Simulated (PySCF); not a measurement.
CaCl2, SMILES [Cl][Ca][Cl]. Heavy atoms are numbered as in [Ca:1]([Cl:2])[Cl:3].

Geometry optimised at B3LYP-D3(BJ)/def2-TZVP. The isomer is the one that the SMILES or the coordinates give; other isomers of the formula were not compared.

Method: B3LYP/pcSseg-2 run with PySCF.

GIAO shieldings, no solvent; atoms alike by connectivity are averaged. δ = σ(ref) − σ: ³⁵Cl against HCl (σ = 930.0 ppm), references at their B3LYP-D3(BJ)/def2-TZVP geometries, non-relativistic (without spin–orbit terms, shifts of atoms bonded to Cl or Br come out too high).

```json
[
 {"nucleus": "³⁵Cl", "atoms": "Cl2", "count": "2", "δ (ppm)": "136.7"}
]
```
